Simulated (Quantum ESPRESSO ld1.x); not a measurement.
Results of a calculation; reference values are marked as such.
Task: The aim is neutral neon in [Ne]. This ld1.x (Quantum ESPRESSO 7.5) run was made with `OMP_NUM_THREADS=1 ld1.x < ld1.in > ld1.out`. Can the result be used? Name any fault.

```
 &input
    zed=10.0,
    iswitch=1,
    rel=3,
    dft='PBESOL',
    config='[Ne]',
    prefix='ld1',
    max_out_wfc=37,
    file_charge='ld1.rho',
 /
```

Output (excerpt):

```
     Program LD1 v.7.5 starts

 %%%%%%%%%%%%%%%%%%%%%%%%%%%%%%%%%%%%%%%%%%%%%%%%%%%%%%%%%%%%%%%%%%%%%%%%%%%%%%
     Error in routine ld1_readin (1):
     wrong rel
 %%%%%%%%%%%%%%%%%%%%%%%%%%%%%%%%%%%%%%%%%%%%%%%%%%%%%%%%%%%%%%%%%%%%%%%%%%%%%%

     stopping ...
```

Result: No (refused). The line at issue: rel=3. The program stops in ld1_readin with "wrong rel": rel takes 0, 1 or 2. The sound input gives -128.5258 hartree.
